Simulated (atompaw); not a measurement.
**Varying the PAW (atompaw) potential for helium**

Base potential:

atompaw 4.2.0.5 input, output lines left out:

```
He 2
GGA-PBESOL scalarrelativistic loggrid 1500 logderivrange -3 5 201
1 0 0 0 0 0
0 0 0
v
1
0.75 0.55 0.50 0.65
y
-0.2
n
y
-0.05
y
2.05
n
custom rrkj vanderbiltortho sinc
bessel
0.75
0.75
0.75
0.75
```

All-electron outer shells of the reference configuration (PBEsol, scalar-relativistic, ld1.x):

| shell | level (eV) | outermost node (bohr) | outermost maximum (bohr) |
| --- | --- | --- | --- |
| 1s | -15.50 | – | 0.57 |

Cutoffs, loose and tight: the cutoffs (Ry, on a coarse ladder) from which the occupation-weighted sum of valence levels, in a spherical-Bessel basis at the reference potential, stays within 10 and 1 mRy of its value at 400 Ry. They see the waves, projectors and local potential, not the compensation charge or the core. A dash means not determined.

```csv
change,outcome,"cutoff, loose","cutoff, tight",bound ghosts
base,generated,60 Ry,90 Ry,none
"all radii scaled by about 0.75 (s 0.56, p 0.56 bohr); local potential bessel scheme, radius 0.38 bohr; augmentation sinc compensation charge, radius 0.40 bohr; PAW radius 0.56 bohr; waves and projectors: custom rrkj vanderbiltortho",generated,100 Ry,160 Ry,none
"all radii scaled by about 0.83 (s 0.62, p 0.62 bohr); local potential bessel scheme, radius 0.42 bohr; augmentation sinc compensation charge, radius 0.46 bohr; PAW radius 0.62 bohr; waves and projectors: custom rrkj vanderbiltortho",generated,90 Ry,120 Ry,none
"all radii scaled by about 0.88 (s 0.66, p 0.66 bohr); local potential bessel scheme, radius 0.44 bohr; augmentation sinc compensation charge, radius 0.48 bohr; PAW radius 0.66 bohr; waves and projectors: custom rrkj vanderbiltortho",generated,80 Ry,110 Ry,none
"all radii scaled by about 1.07 (s 0.80, p 0.80 bohr); local potential bessel scheme, radius 0.54 bohr; augmentation sinc compensation charge, radius 0.60 bohr; PAW radius 0.80 bohr; waves and projectors: custom rrkj vanderbiltortho",generated,55 Ry,80 Ry,none
"all radii scaled by about 1.15 (s 0.86, p 0.86 bohr); local potential bessel scheme, radius 0.56 bohr; augmentation sinc compensation charge, radius 0.62 bohr; PAW radius 0.86 bohr; waves and projectors: custom rrkj vanderbiltortho",generated,50 Ry,70 Ry,none
"all radii scaled by about 1.23 (s 0.92, p 0.92 bohr); local potential bessel scheme, radius 0.62 bohr; augmentation sinc compensation charge, radius 0.68 bohr; PAW radius 0.92 bohr; waves and projectors: custom rrkj vanderbiltortho",generated,45 Ry,60 Ry,none
"all radii scaled by about 1.31 (s 0.98, p 0.98 bohr); local potential bessel scheme, radius 0.66 bohr; augmentation sinc compensation charge, radius 0.72 bohr; PAW radius 0.98 bohr; waves and projectors: custom rrkj vanderbiltortho",generated,40 Ry,50 Ry,none
```

Reading the sweep of the scale of all radii (base = 1) (base included, trends over the rows without a ghost): The loose cutoff falls from 100 Ry at 0.75 to 40 Ry at 1.31. A larger radius leaves more room for a smooth pseudo-wave, so fewer plane waves are needed; a smaller one forces it to follow the all-electron wave where it bends sharply.
